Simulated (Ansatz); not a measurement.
Cartesian coordinates (Å):
```xyz
6

S     -1.5397     0.4163    -0.5567
B      0.2064     0.7147    -0.3635
S      1.5262    -0.4631    -0.1492
H     -1.5395    -0.9268    -0.4905
H      0.5370     1.8594    -0.3805
H      0.8096    -1.6005    -0.1780
```
Charge 0, multiplicity 1.

Computed with frozen-core CCSD(T)/cc-pVTZ // PBE0-D4/def2-TZVP run with Ansatz (a quantum-chemistry and plane-wave program).

- HF energy: -821.59067 Ha
- MP2 correlation energy: -0.45831 Ha

Question: Estimate the CCSD correlation energy, the (T) correction, the total energy and the T1 diagnostic.

Answer: 
```yaml
CCSD correlation energy: -0.50161 Ha
"(T) correction": -0.02333 Ha
CCSD(T) total energy: -822.11560 Ha
T1 diagnostic: 0.014
```
